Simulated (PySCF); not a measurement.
## Name the molecule from its bond curve

A diatomic of charge 0 contains Ga. Its singlet curve at LDA in a double-zeta basis (no relativity, PySCF), in eV from the separated fragments:

R (Å), E (eV) and a bar:
```
    2.678     -0.912 #############
    2.803     -1.003 #####
    2.927     -1.049 #
    3.021     -1.060 
    3.114     -1.056 
    3.207     -1.041 ##
    3.332     -1.005 #####
    3.488     -0.945 ##########
    3.675     -0.857 ##################
    3.924     -0.726 ##############################
```

The fit gives ωe = 161 cm⁻¹ and the rotational constant Bₑ = 0.1057 cm⁻¹.

**Question.** Which atom is the partner?

**Answer.** The minimum lies at 3.041 Å, so the reduced mass is 16.8576 u Å² cm⁻¹/(Bₑ·Re²) = 17.25 u. With Ga at 68.93 u the partner weighs about 23.0 u: Na. The molecule is NaGa.

Closed-shell solutions of metal pairs were not tested for spin polarisation, which can lower them a little.
